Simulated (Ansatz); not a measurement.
Geometry optimisation, Ansatz 0.2.0, RKS revPBE-D4/def2-SVP.

Input file:

```yaml
crystal:
  periodic: [false, false, false]
  atoms:
    - { symbol: B, position_ang: [0.049346, -0.256305, -0.009558] }
    - { symbol: F, position_ang: [-0.026666, -0.559541, 1.288386] }
    - { symbol: F, position_ang: [1.249543, -0.294353, -0.584431] }
    - { symbol: H, position_ang: [-0.960029, -0.061699, -0.653883] }
    - { symbol: S, position_ang: [-0.045179, 2.593146, 1.179614] }
    - { symbol: H, position_ang: [1.180978, 2.388548, 1.739185] }
    - { symbol: H, position_ang: [-0.536093, 1.447605, 1.782687] }
basis:
  gaussian: { orbitals: def2-SVP }
hamiltonian:
  xc: revpbe
  dispersion: d4
relax:
  f_tol: 0.03
  max_steps: 50
```

Run as:

```bash
$ ansatz run input.yaml --threads 1 --pin off --max-ram 2048MiB --backend cpu --events-out ev --progress --plain --runs-dir out
```

**Question.** Where does it end, and by what steps?

**Answer.** The run converged. After 11 steps the energy has fallen by 0.097 eV; H7 moved furthest, 0.59 Å.

| step | energy less start (eV) | largest force component (eV/Å) | accepted |
| --- | --- | --- | --- |
| 0 | 0.0000 | 0.676 | yes |
| 1 | 0.0163 | 1.234 | no |
| 2 | -0.0321 | 0.436 | yes |
| 3 | -0.0534 | 0.275 | yes |
| 4 | -0.0739 | 0.257 | yes |
| 5 | -0.0787 | 0.208 | yes |
| 6 | -0.0903 | 0.082 | yes |
| 7 | -0.0912 | 0.188 | yes |
| 8 | -0.0954 | 0.118 | yes |
| 9 | -0.0766 | 0.556 | no |
| 10 | -0.0965 | 0.058 | yes |
| 11 | -0.0972 | 0.022 | yes |

```xyz
7
Properties=species:S:1:pos:R:3
B 0.060 -0.239 -0.010
F -0.131 -0.826 1.182
F 1.326 -0.090 -0.423
H -0.870 -0.059 -0.768
S -0.120 2.394 1.081
H 1.187 2.262 1.442
H -0.542 1.815 2.239
```

Whether the end is a true minimum wasn't checked by a vibrational analysis.

Run time: 23 s on 1 thread of Arm Neoverse V1, on a shared host, peak memory 0.14 GiB.
